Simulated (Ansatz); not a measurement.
The dipole moment down a group: O to Te

One atom is swapped for its congeners: C2H5O (methoxymethyl) `[CH2]OC`; C2H5S `[CH2]SC`; Te(CH2)(CH3). The Se member is missing. All are doublets with charge 0.

Shapes, held fixed at every level: PBE0-D4/def2-TZVP. Flexible molecules stand in one conformer, not always the lowest. Programs: Ansatz 0.2.0. Values in D.

```tsv
level	C2H5O	C2H5S	Te(CH2)(CH3)
PBE-D4/def2-TZVPP	1.27	1.42	1.21
r2SCAN-D4/def2-TZVPP	1.27	1.46	1.18
B3LYP-D4/def2-TZVPP	1.32	1.41	1.14
wB97M-V/def2-TZVPP	1.33	1.40	1.11
```

At wB97M-V/def2-TZVPP the dipole moment isn't monotonic: it is largest for S and smallest for Te (1.40 and 1.11 D). Every level shows the same order. Open shells run unrestricted unless RO is named. For atoms past krypton def2 sets carry core potentials with scalar relativity.
